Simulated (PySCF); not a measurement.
Task: What does the B3LYP/def2-SV(P) structure of `C=CC(=C)CC#CC#N` look like in three dimensions?

Result: 
```xyz
16
C8H7N angstrom
C     -2.2375    0.4559    0.1731
C     -1.5052   -0.5006   -0.4223
C     -0.1901   -0.9948    0.0048
C      0.4336   -1.9785   -0.6708
C      0.4588   -0.3913    1.2484
C      0.9243    0.9844    1.0744
C      1.3244    2.1250    0.9311
C      1.7757    3.4153    0.7728
N      2.1582    4.5081    0.6427
H     -1.9033    0.9980    1.0650
H     -3.2139    0.7430   -0.2322
H     -1.9078   -0.9857   -1.3208
H     -0.0199   -2.4301   -1.5610
H      1.4124   -2.3622   -0.3615
H      1.3192   -1.0152    1.5498
H     -0.2545   -0.4201    2.0950
```

Orientation and origin are arbitrary. Atoms count from 1 in this order. The 7 C–C bonds span 1.217 Å (C6≡C7, drawn triple) to 1.527 Å (C3–C5, drawn single), a spread of 0.310 Å. Of the pairs four or more bonds apart, C5···H10 is among the closest relative to their van der Waals radii: 2.75 Å, 95 % of the sum of Bondi's values.

Bonds between heavy atoms (Å): C1=C2 1.344, C2–C3 1.468, C3=C4 1.346, C3–C5 1.527, C5–C6 1.463, C6≡C7 1.217, C7–C8 1.376, C8≡N9 1.165.

The calculation used B3LYP/def2-SV(P) geometry optimisation, gas phase in PySCF 2.14.0.

Point group: C1 (no symmetry element, even within 0.4 Å). No B3LYP/def2-SV(P) frequencies stand behind this structure, so it isn't proved a minimum. One conformer, not necessarily the lowest (C1–C2–C3–C4 179°, C2–C3–C5–C6 -71°).
